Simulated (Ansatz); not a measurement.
Gas-phase electronic energies from Ansatz, PBE0-D4/def2-TZVP geometries. CCSD(T)/CBS adds triple-zeta CCSD(T) − MP2 to the extrapolated MP2 energy (def2 sets, frozen cores). This one scheme is used for every species. Functionals use def2-TZVPP. B3LYP here is the variant with VWN-RPA as its local correlation; programs differ in this. Each species was taken in one conformer, which may not be the lowest.

`C[Si](O)(O)[SiH3]` + H₂ → `C[SiH](O)[SiH3]` + H₂O  (hydrogenolysis of the Si–O bond)

(1) Is it downhill or uphill in electronic energy at CCSD(T)/CBS, and by how much? (Best estimate.)

(2) What do these levels give: revPBE-D4, B97M-V, BHLYP-D4, CAM-B3LYP-D4, ωB97M-V, B3LYP, r2SCAN0, LC-ωPBE, RPA@PBE/def2-TZVPP, HF/def2-SVP, MP2/def2-QZVPP, HF/CBS(def2)? (Best estimate.)

Largest T1 diagnostic among the species: 0.012.

Results:

(1) Computed: Uphill: ΔE = +92.5 kJ/mol.

(2) Computed: revPBE-D4 93.0, B97M-V 96.5, BHLYP-D4 95.6, CAM-B3LYP-D4 97.1, ωB97M-V 96.7, B3LYP 89.3, r2SCAN0 95.4, LC-ωPBE 88.5, RPA@PBE/def2-TZVPP 89.3, HF/def2-SVP 72.0, MP2/def2-QZVPP 98.3, HF/CBS(def2) 84.8 kJ/mol.

From r2SCAN to r2SCAN0 (25 % exact exchange), in def2-TZVPP and without D4, ΔE moves by −3.8 kJ/mol. The D4 term adds +6.8 kJ/mol with B3LYP and +3.7 kJ/mol with PBE0; it sums over pairs of atoms, weighted by their polarisabilities, and B3LYP, whose exchange is more repulsive, gets the larger term.
